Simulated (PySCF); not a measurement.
This PySCF input asks for the NMR shieldings of C2H3BCl2O2; the geometry comes from GFN2-xTB.

```python
import basis_set_exchange as bse
import numpy as np
from pyscf import gto, dft
from pyscf.prop import nmr

atoms = """
O     0.477818    0.680282    1.040996
C     1.407730    0.307749    0.317113
O     1.200447   -0.331289   -0.763459
C    -0.224859   -0.520511   -0.964077
B    -0.902186    0.211583    0.355366
Cl   -1.695208   -0.913990    1.522928
Cl   -1.828815    1.718019   -0.005857
H     2.444812    0.514818    0.580191
H    -0.396741   -1.595131   -1.037614
H    -0.474116   -0.066877   -1.924296
"""
names = dict.fromkeys(["O", "C", "B", "Cl", "H"], "pcSseg-1")
basis = {el: gto.basis.parse(bse.get_basis(n, elements=[el], fmt="nwchem")) for el, n in names.items()}
mol = gto.M(atom=atoms, basis=basis, charge=0, verbose=0)
mf = dft.RKS(mol, xc="PBE0")
mf.grids.level = 2
mf.grids.alignment = dft.numint.BLKSIZE   # the property module wants whole blocks of grid points
mf.conv_tol = 1e-9
mf.kernel()

calc = nmr.RKS(mf)   # GIAO
C = mf.mo_coeff
Co = C[:, mf.mo_occ > 0]
resp = mf.gen_response(singlet=True, hermi=2)
def vind(x):   # induced exchange potential for any number of trial vectors
    d = np.einsum("pi,xij,qj->xpq", C, 2 * x.reshape(-1, C.shape[1], Co.shape[1]), Co, optimize=True)
    return np.einsum("xpq,pi,qj->xij", resp(d - d.transpose(0, 2, 1)), C, Co, optimize=True).ravel()
mo1, _ = nmr.rhf.solve_mo1(calc, with_cphf=vind)
sigma = calc.kernel(mo1)
for i, s in enumerate(sigma):   # ppm
    w = np.linalg.eigvalsh((s + s.T) / 2)
    print("%2d %-2s iso %8.1f  s11 %8.1f  s22 %8.1f  s33 %8.1f" % (i, mol.atom_pure_symbol(i), w.mean(), *w))
```

Question: What are the results?

Answer: 
```
 0 O  iso    -13.1  s11   -212.2  s22    -59.3  s33    232.3
 1 C  iso      8.6  s11    -55.8  s22      2.7  s33     79.0
 2 O  iso     77.9  s11   -102.4  s22    111.1  s33    225.0
 3 C  iso    108.3  s11     86.0  s22     88.4  s33    150.3
 4 B  iso     88.3  s11     81.8  s22     90.0  s33     93.1
 5 Cl iso    844.9  s11    758.2  s22    833.2  s33    943.4
 6 Cl iso    844.8  s11    758.1  s22    833.0  s33    943.2
 7 H  iso     24.0  s11     20.4  s22     23.7  s33     27.8
 8 H  iso     27.5  s11     24.2  s22     27.7  s33     30.5
 9 H  iso     27.5  s11     24.2  s22     27.7  s33     30.5
```

These numbers come from an equivalent density-fitted implementation of the same equations, which agrees with the script to about 0.01 ppm for H and up to a few tenths of a ppm for heavy atoms, so last digits may differ.

Size and cost of the density-fitted run: 148 basis functions, 11 s wall time on 1 thread of an Arm Neoverse V2, shared host; peak memory 0.67 GiB.
